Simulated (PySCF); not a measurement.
One formula, C7H13B, several structures.

PySCF, B3LYP/def2-SVPD, density fitting, gas phase; each molecule at its own PBE0-D3(BJ)/def2-SVP geometry, one conformer. Singlet excitations by full TDDFT with frozen cores, triplets by Tamm–Dancoff TDDFT and ionisation energies by ΔSCF, from the lowest of the holes tried. 

Torsions of the conformers computed, which needn't be the lowest (atom-mapped SMILES):
- `[CH2:1]=[CH:2][C:3](=[CH2:4])[CH2:5][B:6]([CH3:7])[CH3:8]`: C1–C2–C3–C4 -179°, C2–C3–C5–B6 -71°, C3–C5–B6–C7 -25°
- `[CH2:1]=[C:2]1[CH2:3][CH2:4][C@H:5]1[B:6]([CH3:7])[CH3:8]`: C4–C5–B6–C7 -170°

The conformers of `BC[C@H]1CCC(=C)C1`, `B[C@H]1CC=CCCC1` and `C=CBC1CCCC1` aren't listed.

Reference: `BC[C@H]1CCC(=C)C1`, with HOMO energy -6.70 eV, LUMO energy -1.51 eV, lowest singlet excitation 4.62 eV, lowest triplet excitation 4.11 eV, mean polarisability 97.8 au and vertical ionisation energy 8.94 eV.

Changes against it:

```
         molecule  Δ electronic energy (kcal/mol)  Δ HOMO energy (eV)  Δ LUMO energy (eV)  Δ lowest singlet excitation (eV)  Δ lowest triplet excitation (eV)  Δ mean polarisability (au)  Δ vertical ionisation energy (eV)
C=C1CC[C@H]1B(C)C                            -3.9               +0.01               +0.83                             +0.73                             -0.14                        -0.2                              -0.22
      C=CBC1CCCC1                            -9.3               -1.23               -0.37                             +0.33                             -0.38                        +2.5                              +0.93
```

Rows whose labels were lost:

```csv
row,Δ electronic energy (kcal/mol),Δ HOMO energy (eV),Δ LUMO energy (eV),Δ lowest singlet excitation (eV),Δ lowest triplet excitation (eV),Δ mean polarisability (au),Δ vertical ionisation energy (eV)
P,-12.9,+0.27,+0.46,+0.46,-0.93,+6.0,-0.51
Q,+1.8,-0.05,+0.14,-0.08,+0.03,-2.8,-0.06
```

Question: Which row belongs to which of `C=CC(=C)CB(C)C` and `B[C@H]1CC=CCCC1`?

Answer: P = `C=CC(=C)CB(C)C` and Q = `B[C@H]1CC=CCCC1`. P and Q are told apart most clearly by the electronic energy (-12.9 against +1.8 kcal/mol).
